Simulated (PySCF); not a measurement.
SMILES [OH][Al]([OH])[Si](Cl)(Cl)Cl (H₂AlCl₃O₂Si), B3LYP/def2-SVP optimised geometry.

```
9

Si    -0.66     2.24     0.00
Cl    -2.73     2.15     0.05
Cl    -0.12     3.31    -1.71
Cl    -0.04     3.36     1.65
Al     0.38     0.05     0.00
O      2.08     0.05     0.00
O     -0.64    -1.30     0.00
H      2.73    -0.65    -0.01
H     -0.46    -2.24    -0.01
```

Density from PySCF with B3LYP/def2-TZVP at that geometry.

Minimum of the electron density along straight lines between bonded atoms, close to the bond critical point (lines longer than 1.1 times the sum of covalent radii, or with two minima, are not listed):

```
bond     length / Å  ρ at the minimum / e bohr⁻³  ∇²ρ there / e bohr⁻⁵  position (fraction from the first atom)
-------  ----------  ---------------------------  --------------------  ---------------------------------------
Si1–Cl2       2.078                        0.098                  0.17                                     0.36
Si1–Cl3       2.084                        0.097                  0.17                                     0.36
Si1–Cl4       2.083                        0.097                  0.17                                     0.36
Si1–Al5       2.428                          [?]                   [?]                                     0.64
Al5–O6        1.693                        0.109                  0.79                                     0.43
Al5–O7        1.694                        0.109                  0.79                                     0.43
O6–H8         0.960                        0.355                 -2.40                                     0.81
O7–H9         0.960                        0.355                 -2.40                                     0.81
```

Q: Fill in the missing entries.

A: 
- Si1–Al5, ρ at the minimum / e bohr⁻³: 0.067
- Si1–Al5, ∇²ρ there / e bohr⁻⁵: 0.02
